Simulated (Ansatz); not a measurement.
Breaking a bond: SeH (cation, charge +1), lowest triplet found (which spin is the ground state isn't settled by this scan).

Computed with Ansatz (an electronic-structure program) with full CI/cc-pVTZ, cores with 3d frozen.

Q: Relative to R = 1.47 Å, what are the energies at R = 1.32, 1.63, 2.03, 3.32 Å?

A: 9.0 kcal/mol at 1.32 Å, 3.3 kcal/mol at 1.63 Å, 29.0 kcal/mol at 2.03 Å, 69.5 kcal/mol at 3.32 Å.
